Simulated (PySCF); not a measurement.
HMoO₃ (SMILES [O]=[Mo](=[O])[OH]), doublet, geometry from GFN2-xTB (such geometries of metal compounds can be far from the true shape) (the multiplicity is a formal guess) (core potentials on Mo). Base run: PBE0/def2-SVP in PySCF.

Input for PySCF:
```python
from pyscf import gto, scf, dft

mol = gto.Mole()
mol.atom = '''
    Mo    0.02084775   -0.02422155    0.01920001
    O     1.54068626   -0.42440763   -0.43828039
    O    -0.52122195   -0.76003726    1.37716982
    O    -0.94358242    1.09628299   -0.86900499
    H    -1.48266043    1.72260035   -1.36547617
'''
mol.basis = 'def2-svp'
mol.ecp = {'Mo': 'def2-svp'}
mol.spin = 1
mol.verbose = 4
mol.build()

mf = dft.UKS(mol)
mf.xc = 'pbe0'
mf.kernel()
```

Each row names what was changed in the base input (with any setting that the change needs).

```tsv
change	E (Eh)	HOMO (eV)	dipole (D)	<S^2>	core-seconds (rough)
base	-294.10481	-6.83	4.59	0.757	5
functional = b97m_v	-294.28503	-5.61	4.50	0.755	60
functional = hf	-292.51246	-10.76	5.01	0.895	1
functional = pbe0; dispersion = d3zero	-294.10561	-6.83	4.59	0.757	5
functional = camb3lyp	-294.23488	-8.17	4.64	0.754	10
functional = m06l	-294.36388	-5.47	4.48	0.754	7
functional = wb97x_v	-294.22528	-9.09	4.62	0.754	80
functional = tpssh	-294.34288	-6.06	4.54	0.755	10
functional = bhandhlyp	-294.09650	-8.21	4.77	0.757	5
functional = blyp	-294.33219	-5.19	4.36	0.752	5
functional = m06	-294.21990	-6.61	4.51	0.753	10
functional = lc_wpbe	-294.22676	-9.57	4.69	0.757	20
functional = pbe	-294.18102	-5.37	4.38	0.754	6
```

Totals shift with the method and basis; they matter in differences.

Open shells are given as the SCF converged; they aren't shown to be the lowest states, and a large step between rows can be another state.
